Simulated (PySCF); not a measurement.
Species: C4H13N2Si (doublet state).
Z-matrix (Å and degrees, GFN2-xTB geometry), rows numbered from 1:
```
C 
C   1  1.4775
C   2  1.4838  1  121.17
C   3  1.5305  2  112.01  1   157.89
N   3  1.4605  2  108.42  1   -78.90
Si  5  1.7143  3  123.89  2   150.71
N   6  1.7261  5  103.20  3  -176.07
H   1  1.0901  2  110.78  3   -41.24
H   1  1.0891  2  111.07  3  -163.03
H   1  1.0977  2  111.27  3    77.36
H   2  1.0781  1  118.59  3  -163.05
H   3  1.0958  2  109.82  1    36.44
H   4  1.0870  3  110.35  2   -59.57
H   4  1.0882  3  110.07  2    60.50
H   4  1.0870  3  109.81  2  -179.95
H   5  1.0098  3  111.24  2   -60.20
H   6  1.4708  5  118.28  3    69.87
H   6  1.4713  5  104.96  3   -52.51
H   7  1.0059  6  117.07  5  -175.92
H   7  1.0075  6  117.53  5    50.78
```

The hyperfine couplings belong to this conformer and change with its torsions.

The species is `C[CH][C@@H](C)N[SiH2]N` [radical].

Method: PySCF 2.14.0, UKS B3LYP, pcH-1 on C H N Si, non-relativistic, mean-field spin-orbit, GIAO. One conformer (not necessarily the lowest) at the GFN2-xTB geometry, without solvent, vibrations or thermal averaging. The geometry wasn't refined by DFT: couplings that depend on bond lengths, twists or pyramidal angles can differ widely from those at the functional's own minimum. The SCF solution wasn't tested for stability.

**Question.** Break the g tensor into its mass correction, gauge correction and orbital-Zeeman/spin–orbit terms.

**Answer.** 
| Δg (ppm) | 1 | 2 | 3 |
| --- | --- | --- | --- |
| relativistic mass correction | -150 | -150 | -150 |
| gauge correction | 6 | 23 | 31 |
| orbital Zeeman/spin–orbit | -21 | 394 | 709 |
| total | -165 | 267 | 589 |

So g = 2.00215, 2.00259, 2.00291 and g_iso = 2.00255; the tensor is rhombic: the two nearest values differ by 43 % of g3 − g1. Axes: g2 points within 12° of the C1–C2 bond.

**Question.** What effective moment and Curie constant follow for a powder?

**Answer.** With the mean of g² = 4.0102 and S(S+1) = 0.75: μ_eff = √(⟨g²⟩S(S+1)) = 1.734 μB and χT = 0.12505·⟨g²⟩·S(S+1) = 0.376 cm³ K/mol (cgs; spin-Hamiltonian part alone).

**Question.** At 9.494 GHz, how far is the centre of the isotropic spectrum from where a free electron (g = 2.002319) resonates?

**Answer.** B = hν/(g μB) with μB/h = 13.99624 MHz/mT gives 338.77 mT for the free electron and 338.73 mT at g_iso, 0.04 mT lower.

**Question.** In a frozen sample, at which fields do the three g values resonate at 9.5, 34, 94 and 263 GHz (hyperfine left aside), and which band first spreads them over more than twice a line width of 0.5 mT?

**Answer.** 
```tsv
band	GHz	B(g3) mT	B(g2) mT	B(g1) mT	spread mT
X	9.5	338.88	338.94	339.01	0.13
Q	34.0	1212.85	1213.04	1213.30	0.46
W	94.0	3353.17	3353.71	3354.43	1.26
J	263.0	9381.73	9383.24	9385.27	3.53
```

The spread grows in proportion to the frequency. W band is the first where it exceeds 1.0 mT.

The largest Mulliken spin populations are on C2 (+1.03), C1 (-0.08), H10 (+0.07) and C3 (-0.06). C2 is the only atom above +0.15. The positive populations add up to 1.19 and the negative ones to -0.19, together 2S = 1. The angles at C2 add up to 357.9°, so it is nearly planar; its axial dipolar tensor and the negative coupling of its proton fit spin in a p orbital normal to that plane.

The HOMO–LUMO gaps are 6.01 eV among the α and 5.06 eV among the β orbitals.
